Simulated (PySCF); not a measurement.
## Unknown compound

An unknown has the formula C$_{5}$H$_{2}$FNO. Its calculated NMR data are:

¹H NMR (400 MHz, computed): δ 7.08 (m, 1H), 6.11 (m, 1H).

¹³C{¹H} NMR (computed): δ 188.3, 163.2, 157.6, 116.4, 108.7.

[PySCF: geometry from GFN2-xTB; PBE0/pcSseg-1 with gauge-including orbitals; one computed conformer; relativity neglected; in vacuum]

Scale: TMS for ¹H (σ = 31.72 ppm) and ¹³C (σ = 186.93 ppm) (reference shieldings calculated alike).

What is the structure?

Answers


- Rings plus π bonds: 5 (1 ring in the answer).
- 5 carbon signals for 5 carbons: no two carbons are equivalent.
- Carbon types of the structure: 3 × C, 2 × CH, which accounts for all hydrogens.
- δC 188.3: ketone carbonyl carbon; the double bond to the heteroatom, with no lone-pair donor beside it, deshields it most.
- δC 163.2: α carbon of a C=C–C=O unit; an sp2 carbon of a C=C bond.
- δC 157.6: β carbon of a C=C–C=O unit; conjugation with the carbonyl draws π density from the β position.
- δC 116.4: nitrile carbon; this is the usual window of a C≡N carbon, which has no attached hydrogen.
- δC 108.7: sp3 CH bonded to F, α to a carbonyl; the inductive effect lowers its shielding.
- δH 7.08: hydrogen on an α carbon of a C=C–C=O unit; olefinic region.
- δH 6.11: hydrogen on an sp3 CH bonded to F, α to a carbonyl; its carbon carries F, hence the downfield position.

The compound is SMILES N#CC1=CC(=O)[C@H]1F.

The shifts were computed for this structure. Such data don't tell enantiomers apart.

Splittings by ¹⁹F in the carbon and heteronuclear signals aren't shown, as no couplings were computed. Shifts are as computed. Against solution values, carbons near 30 ppm lie about +3 ppm off and those near 130 ppm about +5 ppm (rms about the fit 2.1 ppm; single classes can miss by 10 ppm). Of 1328 compounds with measured shifts, 309 miss one by over three times the rms of a fit or turn the order of signals round; such compounds aren't used in these exercises. Signals without a measured value on file couldn't be tested in this way; 1H shifts scatter by 0.2 ppm about their fit, and single ones miss by 0.5 ppm. Multiplicities follow the n + 1 count of equivalent neighbours, as no J values were calculated; m marks all less simple cases, F and P coupling included.
